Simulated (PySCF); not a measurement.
Species: C₄H₆F₃Si₂ (doublet state).
SMILES with atom numbers: `[CH:1]#[C:2][SiH:3][CH2:4][Si@H:5]([F:6])[CH:7]([F:8])[F:9]` (hydrogens: H10 on C1; H11 on Si3; H12, H13 on C4; H14 on Si5; H15 on C7)

Geometry (GFN2-xTB, Å), atoms numbered from 1 in this order:
```
atom  x, y, z in Å
C1     3.7761   -0.6579    0.4056
C2     2.8355   -0.6309   -0.3522
Si3    1.5555   -0.4622   -1.6453
C4     0.1124    0.6317   -1.0341
Si5   -0.8590   -0.1892    0.3535
F6    -1.2333   -1.6948   -0.1142
C7    -2.6086    0.6147    0.5578
F8    -2.8570    1.5404   -0.4137
F9    -2.7029    1.2867    1.7395
H10    4.5669   -0.7086    1.0975
H11    1.1527   -1.7279   -2.2449
H12   -0.5567    0.8449   -1.8708
H13    0.5004    1.5940   -0.7014
H14   -0.2446   -0.3316    1.6586
H15   -3.4419   -0.1012    0.5308
```

The hyperfine couplings belong to this conformer and change with its torsions.

Computed with UKS B3LYP, pcH-1 on C F H Si, non-relativistic, mean-field spin-orbit, GIAO (PySCF). Geometry: GFN2-xTB, one conformer, isolated molecule. The geometry wasn't refined by DFT: couplings that depend on bond lengths, twists or pyramidal angles can differ widely from those at the functional's own minimum, by a factor of two or more for some ions and for spin on atoms past the first row. Stability of the SCF solution: not tested.

(1) What is the g tensor, term by term?

(2) What are the electron Larmor frequencies g μB B/h along the three axes at 350 mT?

(3) What effective moment and Curie constant follow for a powder?

(4) How much does each term add to the isotropic shift?

(5) In a frozen sample, at which fields do the three g values resonate at 9.5, 34, 94 and 263 GHz (hyperfine left aside), and which band first spreads them over more than twice a line width of 1.0 mT?

Answers

(1) 
```
                    Δg (ppm)     1     2     3
relativistic mass correction  -142  -142  -142
            gauge correction    21    78    77
   orbital Zeeman/spin–orbit   -59   835  2107
                       total  -180   771  2042
```

So g = 2.00214, 2.00309, 2.00436 and g_iso = 2.00320; the tensor is rhombic: the two nearest values differ by 43 % of g3 − g1. Axes: g3 points within 10° of the C1–C2 bond.

(2) 9.8079, 9.8125, 9.8187 GHz for g1, g2 and g3, a range of 10.9 MHz.

(3) With the mean of g² = 4.0128 and S(S+1) = 0.75: μ_eff = √(⟨g²⟩S(S+1)) = 1.735 μB and χT = 0.12505·⟨g²⟩·S(S+1) = 0.376 cm³ K/mol (cgs; spin-Hamiltonian part alone).

(4) The orbital-Zeeman/spin–orbit term 961, the mass correction -142 and the gauge correction 59 ppm, for a total of 878 ppm. The orbital-Zeeman/spin–orbit term is the largest in size. The mass correction is the same along every axis, so the anisotropy comes from the other two: their spans along these axes are 57 (gauge) and 2165 ppm (orbital Zeeman/spin–orbit).

(5) 
```
band    GHz  B(g3) mT  B(g2) mT  B(g1) mT  spread mT
   X    9.5    338.64    338.85    339.01       0.38
   Q   34.0   1211.97   1212.74   1213.31       1.35
   W   94.0   3350.74   3352.86   3354.46       3.72
   J  263.0   9374.93   9380.88   9385.34      10.41
```

The spread grows in proportion to the frequency. W band is the first where it exceeds 2.0 mT.

The largest Mulliken spin populations are on Si3 (+0.89), C1 (+0.20) and C2 (-0.11). The angles at Si3 add up to 339.5°, so it is pyramidal.

The HOMO–LUMO gaps are 5.14 eV among the α and 5.19 eV among the β orbitals.
